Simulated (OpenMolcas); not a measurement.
**OpenMolcas run: V**

Input:

```
&GATEWAY
Coord
1

V 0.0 0.0 0.0
Basis=ANO-L-VTZP
Group=XYZ
NoMove
AngMom=0.0 0.0 0.0
AMFI
&SEWARD
&RASSCF
FileOrb=start.orb
Symmetry=1
Spin=4
nActEl=3 0 0
Inactive=4 6
Ras2=5 0
CIRoot=10 10 1
SDav=10
CIMx=300
Iter=120 100
PrWF=0.3
OrbListing=Nothing
MaxOrb=0
Atom
>>> COPY $Project.JobIph JOB001
&RASSCF
FileOrb=start.orb
Symmetry=1
Spin=2
nActEl=3 0 0
Inactive=4 6
Ras2=5 0
CIRoot=40 40 1
SDav=40
CIMx=300
Iter=120 100
PrWF=0.3
OrbListing=Nothing
MaxOrb=0
Atom
>>> COPY $Project.JobIph JOB002
&RASSI
NrOfJobIphs=2 10 40
1 2 3 4 5 6 7 8 9 10
1 2 3 4 5 6 7 8 9 10 11 12 13 14 15 16 17 18 19 20 21 22 23 24 25 26 27
28 29 30 31 32 33 34 35 36 37 38 39 40
IphNames
JOB001
JOB002
EJob
SpinOrbit
DIPRint=1.0
SOCoupling=1000.0
Subsets=2
MEES
Property=10
'ANGMOM' 1 'ANGMOM' 2 'ANGMOM' 3 'MLTPL  1' 1 'MLTPL  1' 2 'MLTPL  1' 3
'AMFI' 1 'AMFI' 2 'AMFI' 3 'MLTPL  2' 6
SOProperty=3
'ANGMOM' 1 'ANGMOM' 2 'ANGMOM' 3
```

A driver script runs the steps one by one and writes start.orb anew before each from the orbitals found so far.

Output, cut to the results:

```
--- SEWARD ---
Basis set label: V.ANO-L...6S5P3D2F1G.

      Electronic valence basis set:
      ------------------
      Associated Effective Charge  23.000000 au
      Associated Actual Charge     23.000000 au
      Nuclear Model: Point charge

      Shell  nPrim  nBasis  Cartesian Spherical Contaminant
         s      21       6        X
         p      15       5        X
         d      10       3                 X
         f       6       2                 X
         g       4       1                 X
                  Atomic mean-field integrals
--- RASSCF ---
Wave function specifications:
      -----------------------------

      Number of closed shell electrons          20
      Number of electrons in active shells       3
      Max number of holes in RAS1 space          0
      Max nr of electrons in RAS3 space          0
      Number of inactive orbitals               10
      Number of active orbitals                  5
      Number of secondary orbitals              44
      Spin quantum number                      1.5
      State symmetry                             1
Orbital specifications:
      -----------------------

      Symmetry species                           1   2
                                                ag  au
      Frozen orbitals                            0   0
      Inactive orbitals                          4   6
      Active orbitals                            5   0
      RAS1 orbitals                              0   0
      RAS2 orbitals                              5   0
      RAS3 orbitals                              0   0
      Secondary orbitals                        21  23
      Deleted orbitals                           0   0
      Number of basis functions                 30  29
      Number of CSFs                            10
      Number of root(s) required                10
      Iter CI   SX   CI       RASSCF       Energy    max ROT     max BLB   max BLB  Level Ln srch  Step   QN
          iter iter root      energy       change     param      element    value   shift minimum  type update
 Nr of preliminary CI iterations:   1
        1   1    9    0  -942.82254145    0.00E+00  -2.02E-01*   7  14 1  6.41E-02*  0.02   0.00    SX    NO
        2   1   10    0  -942.84711987   -2.46E-02* -1.14E-01*   3  11 1 -8.01E-02*  0.20   0.00    SX    NO
        3   1    9    0  -942.85822914   -1.11E-02* -8.47E-02    3  11 1  3.99E-02*  0.08   0.00    SX    NO
        4   1    9    0  -942.86048039   -2.25E-03*  6.52E-02    3  11 1 -3.10E-02*  0.16   0.00    SX    NO
        5   1    9    0  -942.86226241   -1.78E-03* -2.40E-02    3  11 1  2.11E-02*  0.09   0.59    LS   YES
        6   1    8    0  -942.86418804   -1.93E-03*  4.12E-03    4  10 1 -3.09E-03*  0.12   1.13    QN   YES
        7   1    7    0  -942.86423966   -5.16E-05* -2.48E-03    4  10 1 -1.98E-03*  0.12   1.24    QN   YES
        8   1    8    0  -942.86424679   -7.13E-06*  8.96E-04    4  10 1 -6.32E-04*  0.12   1.23    QN   YES
        9   1    6    0  -942.86424748   -6.88E-07* -9.25E-05    5  12 1 -2.62E-05   0.12   1.03    QN   YES
       10   1    5    0  -942.86424750   -1.83E-08*  9.31E-06    3  11 1 -1.08E-05   0.12   0.93    QN   YES
       11   1    4    0  -942.86424750   -5.06E-10  -3.68E-07    4  11 1 -1.17E-06   0.12   1.02    QN   YES
      Convergence after 11 iterations
       12   1    4    0  -942.86424750   -2.96E-12  -3.68E-07    6  12 2 -2.59E-07   0.12   1.02    QN   YES
      Natural orbitals and occupation numbers for root  1
      sym 1:   0.225556   0.774444   1.000000   0.774444   0.225556
      Natural orbitals and occupation numbers for root  2
      sym 1:   1.000000   0.204566   0.795434   0.795434   0.204566
      Natural orbitals and occupation numbers for root  3
      sym 1:   0.211893   0.788107   0.211893   1.000000   0.788107
::    RASSCF root number  1 Total energy:   -942.88347345
::    RASSCF root number  2 Total energy:   -942.88347345
::    RASSCF root number  3 Total energy:   -942.88347345
::    RASSCF root number  4 Total energy:   -942.88347345
::    RASSCF root number  5 Total energy:   -942.88347345
::    RASSCF root number  6 Total energy:   -942.88347345
::    RASSCF root number  7 Total energy:   -942.88347345
::    RASSCF root number  8 Total energy:   -942.81938695
::    RASSCF root number  9 Total energy:   -942.81938695
::    RASSCF root number 10 Total energy:   -942.81938695
--- RASSCF ---
Wave function specifications:
...
--- RASSI ---
SPIN-FREE ENERGIES:
  (Shifted by EMIN (a.u.) =       -942.8834734459)

 SF State       Relative EMIN(au)   Rel lowest level(eV)    D:o, cm**(-1)      L_eff

     1             0.0000000000        0.0000000000              0.0000         3.0
     2             0.0000000000        0.0000000000              0.0000         3.0
     3             0.0000000000        0.0000000000              0.0000         3.0
     4             0.0000000000        0.0000000000              0.0000         3.0
     5             0.0000000000        0.0000000000              0.0000         3.0
     6             0.0000000000        0.0000000000              0.0000         3.0
     7             0.0000000000        0.0000000000              0.0000         3.0
     8             0.0640864959        1.7438823925          14065.3601         1.0
     9             0.0640864959        1.7438823925          14065.3601         1.0
    10             0.0640864959        1.7438823925          14065.3601         1.0
    11             0.0642675857        1.7488100987          14105.1047         4.0
    12             0.0642675857        1.7488100987          14105.1047         4.0
    13             0.0642675857        1.7488100987          14105.1047         4.0
    14             0.0642675857        1.7488100987          14105.1047         4.0
    15             0.0642675857        1.7488100987          14105.1047         4.0
    16             0.0642675857        1.7488100987          14105.1047         4.0
    17             0.0642675857        1.7488100987          14105.1047         4.0
    18             0.0642675857        1.7488100987          14105.1047         4.0
    19             0.0642675857        1.7488100987          14105.1047         4.0
    20             0.0851073692        2.3158894966          18678.9085         3.7
    21             0.0851073692        2.3158894966          18678.9085         4.3
...
```

Levels above the lowest, from the spin-orbit matrix, grouped by J:

```csv
Configuration,Term,J,E (cm⁻¹),Measured (cm⁻¹),g,Term weight %
3d³ 4s²,⁴F,3/2,0.0,0.0,0.399,100
3d³ 4s²,⁴F,5/2,150,137,1.029,100
3d³ 4s²,⁴F,7/2,358,323,1.239,100
3d³ 4s²,⁴F,9/2,618,553,1.334,100
3d³ 4s²,⁴P,1/2,14268,9545,2.666,100
3d³ 4s²,²G,7/2,14336,,0.889,100
3d³ 4s²,⁴P,3/2,14340,9637,1.733,99
3d³ 4s²,⁴P,5/2,14509,9825,1.601,100
3d³ 4s²,²G,9/2,14555,,1.111,100
3d³ 4s²,²P,1/2,18934,,0.670,100
3d³ 4s²,²H,9/2,18953,,0.910,100
3d³ 4s²,²P,3/2,19035,,1.306,94
3d³ 4s²,²H,11/2,19123,,1.091,100
3d³ 4s²,²D(1),3/2,20547,,0.829,94
3d³ 4s²,²D(1),5/2,20722,,1.201,100
3d³ 4s²,²F,7/2,32719,,1.143,100
3d³ 4s²,²F,5/2,32813,,0.857,100
3d³ 4s²,²D(2),5/2,50984,,1.200,100
3d³ 4s²,²D(2),3/2,51098,,0.800,100
```

Against the 6 measured excited levels shown (NIST Handbook of Basic Atomic Spectroscopic Data) the mean absolute deviation is 2400 cm-1; the largest miss in energy is 3d³ 4s² ⁴P_1/2: computed 14268, measured 9545 cm⁻¹ (+49.5 %).

Without dynamic correlation excited terms often stand tens of per cent too high (terms of higher spin than the ground term too low), and those without a measured partner can miss by more than the paired ones. With the s shell closed, the reference lacks s² → p², s² → d² and s → d mixing, so excited terms can stand far too high and out of order, with CASPT2 too. Measured partners are found by configuration, term and J. A level has none where our copy of the source lacks it or the pairing is in doubt (some pairs that miss far off the trend of their configuration count as doubtful), and it then counts in no deviation. Levels of configurations outside the active space are missing.

The term weight is that of the spin-free term in the level, not the purity of its configuration. A number in round brackets counts repeated terms of one configuration in the order of the reference energies.
